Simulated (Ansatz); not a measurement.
Geometry optimisation, RKS BLYP-D4/def2-SVP (Ansatz 0.2.0).

Input:

```yaml
crystal:
  periodic: [false, false, false]
  atoms:
    - { symbol: F, position_ang: [-1.5713, 0.5481, 1.6352] }
    - { symbol: C, position_ang: [-0.3753, 0.1402, 2.0075] }
    - { symbol: Al, position_ang: [0.4136, -0.8932, 0.5057] }
    - { symbol: O, position_ang: [-0.3915, -1.0894, -1.0656] }
    - { symbol: Si, position_ang: [-1.25067, -2.5514, -1.06417] }
    - { symbol: H, position_ang: [0.2753, 1.0265, 2.25] }
    - { symbol: H, position_ang: [-0.4446, -0.5048, 2.9055] }
    - { symbol: H, position_ang: [1.9451, -1.5009, 0.6799] }
    - { symbol: H, position_ang: [-1.83588, -2.80167, -2.32869] }
    - { symbol: H, position_ang: [-0.31807, -3.68056, -0.74671] }
    - { symbol: H, position_ang: [-2.26835, -2.46505, -0.02915] }
basis:
  gaussian: { orbitals: def2-SVP }
hamiltonian:
  xc: blyp
  dispersion: d4
relax:
  f_tol: 0.015
  max_steps: 40
```

Launched with:

```bash
$ ansatz run input.yaml --threads 2 --pin off --max-ram 3072MiB --backend cpu --events-out ev --progress --plain --runs-dir out
```

Task: Where does it end, and by what steps?

Result: The forces met the threshold. The force dipped under the threshold on the way, but the program's further checks kept it going. After 31 steps the energy has fallen by 0.781 eV; O4 moved furthest, 1.46 Å. Parted: Al3–Si5.

| step | energy less start (eV) | largest force component (eV/Å) | accepted |
| --- | --- | --- | --- |
| 0 | 0.0000 | 3.575 | yes |
| 2 | -0.5013 | 0.659 | yes |
| 4 | -0.6289 | 0.659 | yes |
| 6 | -0.7421 | 0.079 | yes |
| 8 | -0.7548 | 0.013 | yes |
| 10 | -0.7541 | 0.167 | no |
| 12 | -0.7565 | 0.126 | yes |
| 14 | -0.7580 | 0.037 | yes |
| 16 | -0.7595 | 0.045 | yes |
| 18 | -0.7602 | 0.058 | yes |
| 20 | -0.7614 | 0.059 | yes |
| 22 | -0.7635 | 0.118 | yes |
| 24 | -0.7703 | 0.165 | yes |
| 26 | -0.7751 | 0.110 | yes |
| 28 | -0.7799 | 0.050 | yes |
| 30 | -0.7806 | 0.020 | yes |
| 31 | -0.7807 | 0.005 | yes |

```xyz
11
Properties=species:S:1:pos:R:3
F -1.671 -0.015 1.175
C -0.377 0.219 1.713
Al 0.884 -1.058 0.837
O 0.134 -2.168 -0.238
Si -1.343 -2.635 -0.884
H -0.113 1.290 1.546
H -0.428 0.094 2.821
H 2.454 -1.122 1.052
H -1.946 -1.524 -1.693
H -1.118 -3.815 -1.783
H -2.298 -3.037 0.202
```

Whether the end is a true minimum wasn't checked by a vibrational analysis.

Time of the run: 50 s on 2 threads of Intel(R) Xeon(R) Platinum 8488C (Sapphire Rapids), on a shared host, peak memory 0.2 GiB.
